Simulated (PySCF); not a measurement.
Compound: C3H12GeOSi.
Numbering: `[CH3:1][Si:2]([CH3:3])([CH3:4])[O:5][GeH3:6]` (hydrogens: H7, H8, H9 on C1; H10, H11, H12 on C3; H13, H14, H15 on C4; H16, H17, H18 on Ge6)

Geometry (PBE0-D3(BJ)/def2-SVP, Å), atoms numbered from 1 in this order:
```
atom  x, y, z in Å
C1    -1.300    0.735    1.194
Si2   -0.409   -0.118   -0.221
C3     0.052   -1.868    0.278
C4    -1.465   -0.119   -1.765
O5     0.980    0.736   -0.598
Ge6    2.476    1.141    0.260
H7    -0.694    0.732    2.114
H8    -1.520    1.784    0.939
H9    -2.256    0.236    1.421
H10    0.623   -2.371   -0.518
H11   -0.847   -2.472    0.484
H12    0.670   -1.873    1.191
H13   -1.726    0.909   -2.060
H14   -0.924   -0.584   -2.603
H15   -2.401   -0.679   -1.609
H16    2.131    1.890    1.565
H17    3.245   -0.156    0.583
H18    3.287    2.038   -0.687
```

Linear response at wB97X-D/def2-SVPD (PySCF, frozen core in the response, non-relativistic). Isolated species at its PBE0-D3(BJ)/def2-SVP geometry, gas phase. Relativistic effects, spin–orbit coupling among them, are left out although an element past zinc is present.

Static isotropic polarisability: 94.97 au (14.07 Å³), principal values 90.8, 92.4, 101.7 au.

(1) What is the polarisability at 1064 nm and at the sodium D line?

(2) What is the isotropic C6 coefficient between two such molecules, C6 = (3/π)∫α(iω)² dω?

(3) Which effective excitation energy ω̄ makes London's formula C6 = (3/4)α²ω̄ exact here?

(4) The lowest 6 singlets have (eV, f): 7.14, 0.013; 7.47, 0.029; 7.75, 0.001; 8.05, 0.002; 8.31, 0.121; 8.40, 0.088. What share of the static polarisability do they carry in the sum over states α = Σ f/ω²?

(5) What three-body coefficient follows from the one-pole estimate C9 = (3/4)·α·C6?

(6) What does −C6/R⁶ come to at R = 10 Å between centres?

(7) How many electrons N does the Slater–Kirkwood formula C6 = (3/4)·√N·α^(3/2) need to give this C6?

Results:

(1) 95.75 au at 1064 nm (+0.8 %), 97.60 au at 589.3 nm (+2.8 %). The rise at 589.3 nm is 3.34 times that at 1064 nm; a pure ω² law gives 3.26. The lowest singlet lies at 174 nm, shorter than both wavelengths.

(2) 3526 au (Eh·bohr⁶) by a ten-point quadrature over imaginary frequencies, which is 2110 eV·Å⁶ or 203 J·nm⁶/mol.

(3) ω̄ = 4·C6/(3α²) = 0.521 Eh = 14.2 eV. A one-pole form α(ω) = α/(1 − ω²/ω̄²) fitted to the 1064 nm value gives 12.8 eV.

(4) 2.83 au, 3.0 % of α; the largest term, 1.30 au, is that of the state at 8.31 eV. Their oscillator strengths add up to 0.25. Higher states carry the rest.

(5) 251000 au. This is an estimate from the two numbers above, not a computed integral.

(6) -200 J/mol. This is the leading, orientation-averaged term; C8 and higher terms are left out.

(7) N = (4·C6/3)²/α³ = 25.8; the species has 84 electrons in all.

Note: wB97X-D ran without an empirical dispersion term, which enters the total energy and its gradient alone.
